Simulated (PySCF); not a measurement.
CH3Cl4Nb, SMILES [CH3][Nb]([Cl])([Cl])([Cl])[Cl], multiplicity 1.

Geometry: B3LYP-D3(BJ)/def2-SVP. The multiplicity is an assumed one; no other spin state was optimised. The structure was generated by enumeration; whether it is a known compound was not checked. The def2 effective core potentials stand for the cores of Nb; spin–orbit coupling is left out.

Computed with B3LYP-D3(BJ)/def2-SVP in PySCF.

Frequencies are harmonic and unscaled.

```csv
mode,ν (cm⁻¹),IR (km/mol),moving atoms (share of kinetic energy)
1,61,0.4,H 94 %
2,67,0.6,Cl 99 %
3,83,6.3,"Cl 53 %, C 30 %, H 14 %"
4,145,5.8,"Cl 58 %, Nb 37 %"
5,159,3.0,"Cl 86 %, Nb 14 %"
6,162,0.3,"Cl 49 %, C 19 %, Nb 19 %, H 13 %"
7,168,0.8,Cl 97 %
8,275,1.6,"C 54 %, H 26 %, Cl 17 %"
9,330,4.1,Cl 94 %
10,388,21.5,"Cl 90 %, Nb 9 %"
11,397,179.9,"Cl 58 %, Nb 41 %"
12,418,95.9,"Cl 56 %, Nb 34 %, H 8 %"
13,516,41.1,"C 59 %, H 22 %, Nb 15 %"
14,621,11.6,"H 69 %, C 23 %"
15,737,7.1,"H 88 %, C 10 %"
16,1185,1.6,"H 81 %, C 19 %"
17,1388,6.6,H 95 %
18,1407,10.7,H 94 %
19,3014,4.0,H 97 %
20,3132,0.4,"H 92 %, C 8 %"
21,3185,0.6,"H 90 %, C 10 %"
```
